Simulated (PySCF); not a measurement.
# Energy profile

The step: AlH₂Cl ([AlH2][Cl]) → AlCl + H₂; bonds formed: H2–H3; bonds broken: Al1–H2, Al1–H3 (atoms numbered as in the saddle structure below).

```
4
angstrom
Al 0.4899 0.4606 -0.0136
H 0.6446 -0.6356 -1.1222
H -0.5103 -1.0142 -0.4616
Cl -0.6243 1.1893 1.5974
```

Electronic energies by CCSD(T) at an estimated basis limit (MP2 extrapolated from triple and quadruple zeta, plus CCSD(T) − MP2 in triple zeta), on PBE0-D4/def2-TZVP structures; AlH2Cl, closed shell; no counterpoise correction. PySCF 2.14 with density fitting (its default auxiliary sets; JK sets also for MP2 and CCSD(T)); basis: def2-TZVPP and def2-QZVPP; cores frozen in the correlated methods. Extrapolation: Hartree–Fock as exp(−7.88 √X), correlation as X^−2.97.

Question: Give the profile in kJ/mol, counted from the start structure. (An estimate is asked for; the value comes from the calculation.)

Answer: By the calculation:
```csv
point,kJ/mol
start structure,0.0
saddle,324.8
end structure,68.1
"separated: AlCl (linked as [Al][Cl]; Al1, Cl4; singlet) + H2 (H2, H3; singlet)",69.9
```

No T1 diagnostic of these runs exceeds 0.024. The restricted Hartree–Fock reference is unstable towards an unrestricted one at one or more of these structures. A large double-excitation amplitude points to some diradical character; no triplet was computed.

For scale, one of the runs: CCSD(T)/def2-TZVPP, 112 basis functions, launched by `OMP_NUM_THREADS=4 python run.py`. The run took about 7.7 s on 4 CPU threads of an AMD EPYC 9B45 (shared host).
